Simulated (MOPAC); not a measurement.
Input for MOPAC: PM6 on SrF, 2S+1 = 2, a spin state set in the input, which need not be the lowest, a point of a bond scan (R = 2.193 Å).

```
PM6 1SCF PRECISE CHARGE=0 UHF MS=0.5 THREADS=1
FSr

F      0.00000000 1     0.00000000 1     0.00000000 1
Sr     0.00000000 1     0.00000000 1     2.19286600 1
```

Program output:

```
*******************************************************************************
 **                                                                           **
 **                              MOPAC v23.2.5                                **
 **                                                                           **
 *******************************************************************************
 ** MOPAC's Digital Object Identifier: https://doi.org/10.5281/zenodo.6511958 **
 **                                                                           **
 ** Please cite the open-source release paper for use of this MOPAC version:  **
 ** J. E. Moussa and J. J. P. Stewart (2026)                                  **
 ** MOPAC: An open-source semiempirical molecular orbital program             **
 ** J. Open Source Softw., 11(119), 8025, https://doi.org/10.21105/joss.08025 **
 *******************************************************************************

                              PM6 CALCULATION RESULTS

 *******************************************************************************
 *  PM6        - The PM6 Hamiltonian to be used
 *  UHF        - UNRESTRICTED HARTREE-FOCK CALCULATION
 *
 *
 *
 *                 CHARGE ON SYSTEM = 0
 *
 *
 *
 *  MS=        - IN MECI, MAGNETIC COMPONENT OF SPIN =  0.5
 *  PRECISE    - TIGHTER CRITERIA TO BE USED
 *  1SCF       - DO 1 SCF AND THEN STOP
 *  THREADS=1  - MULTI-THREADING NOT USED
 *  T=         - A TIME OF 172800.0 SECONDS REQUESTED
 *  DUMP=N     - RESTART FILE WRITTEN EVERY 7200.0 SECONDS REQUESTED
 *******************************************************************************
PM6 1SCF PRECISE CHARGE=0 UHF MS=0.5 THREADS=1
 FSr

   ATOM   CHEMICAL          X               Y               Z
  NUMBER   SYMBOL      (ANGSTROMS)     (ANGSTROMS)     (ANGSTROMS)

     1       F          0.00000000  *   0.00000000  *   0.00000000  *
     2      Sr          0.00000000  *   0.00000000  *   2.19286600  *



          CARTESIAN COORDINATES

    NO.       ATOM           X           Y           Z

     1         F          0.0000      0.0000      0.0000
     2        Sr          0.0000      0.0000      2.1929

 General Reference for PM6:
 "Optimization of Parameters for Semiempirical Methods V: Modification of NDDO Approximations
 and Application to 70 Elements", J. J. P. Stewart, J. Mol. Mod., 13, 1173-1213 (2007)
 URL: https://link.springer.com/article/10.1007/s00894-007-0233-4

           Empirical Formula: F Sr  =     2 atoms



      MOLECULAR POINT GROUP   :   C*v


          UHF CALCULATION, NO. OF ALPHA ELECTRONS =    5
                           NO. OF BETA  ELECTRONS =    4

 -------------------------------------------------------------------------------
 PM6 1SCF PRECISE CHARGE=0 UHF MS=0.5 THREADS=1
 FSr



     1SCF WAS SPECIFIED, SO BFGS WAS NOT USED
     SCF FIELD WAS ACHIEVED


                              PM6 CALCULATION
                                                       MOPAC v23.2.5 Linux




          FINAL HEAT OF FORMATION =        -68.91912 KCAL/MOL =    -288.35758 KJ/MOL


          COSMO AREA              =        151.47 SQUARE ANGSTROMS
          COSMO VOLUME            =        173.06 CUBIC ANGSTROMS

          IONIZATION POTENTIAL    =          6.145562 EV
          ALPHA SOMO LUMO (EV)    =         -6.146  0.909
          BETA  SOMO LUMO (EV)    =        -11.501 -0.476
          NO. OF ALPHA ELECTRONS  =          5
          NO. OF BETA  ELECTRONS  =          4
          MOLECULAR WEIGHT        =        106.6184         POINT GROUP:  C*v

          MOLECULAR DIMENSIONS (Angstroms)

            Atom       Atom       Distance
           Sr     2    F     1     2.19287
           Sr     2    F     1     0.00000
            F     1   Sr     2     0.00000


          SCF CALCULATIONS        =          1





   ATOM   CHEMICAL          X               Y               Z
  NUMBER   SYMBOL      (ANGSTROMS)     (ANGSTROMS)     (ANGSTROMS)

     1       F          0.00000000  *   0.00000000  *   0.00000000  *
     2      Sr          0.00000000  *   0.00000000  *   2.19286600  *

                             CARTESIAN COORDINATES

   1    F        0.000000000     0.000000000     0.000000000
   2   Sr        0.000000000     0.000000000     2.192866000


           Empirical Formula: F Sr  =     2 atoms



      MOLECULAR POINT GROUP   :   C*v


          ALPHA EIGENVALUES
 -34.91865 -12.00096 -12.00096 -11.51682  -6.14556   0.90922   0.90922   2.34328


           BETA EIGENVALUES
 -34.90712 -12.00146 -12.00146 -11.50119  -0.47639   1.48802   1.48802   2.86122


              NET ATOMIC CHARGES AND DIPOLE CONTRIBUTIONS

  ATOM NO.   TYPE          CHARGE      No. of ELECS.   s-Pop       p-Pop
    1          F          -0.626626        7.6266     1.97572     5.65091
    2         Sr           0.626626        1.3734     0.84987     0.52350
 DIPOLE           X         Y         Z       TOTAL
 POINT-CHG.     0.000     0.000     6.600     6.600
 HYBRID         0.000     0.000    -2.093     2.093
 SUM            0.000     0.000     4.507     4.507


          ATOMIC ORBITAL ELECTRON POPULATIONS

     Atom    s        px        py        pz
    1  F   1.97572   1.97585   1.97585   1.69920
    2 Sr   0.84987   0.02415   0.02415   0.47521


                    (SZ)    =    0.500000
                    (S**2)  =    0.750122


          ATOMIC ORBITAL SPIN POPULATIONS

    Atom   Total    s     px     py     pz
         Atomic
    1  F -0.0008  0.000 -0.002 -0.002  0.002
    2 Sr  1.0008  0.717  0.002  0.002  0.280

 **********************
 *                    *
 * JOB ENDED NORMALLY *
 *                    *
 **********************




 == MOPAC DONE ==
```

The run finished.

Cost: very roughly 0.03 core-seconds.
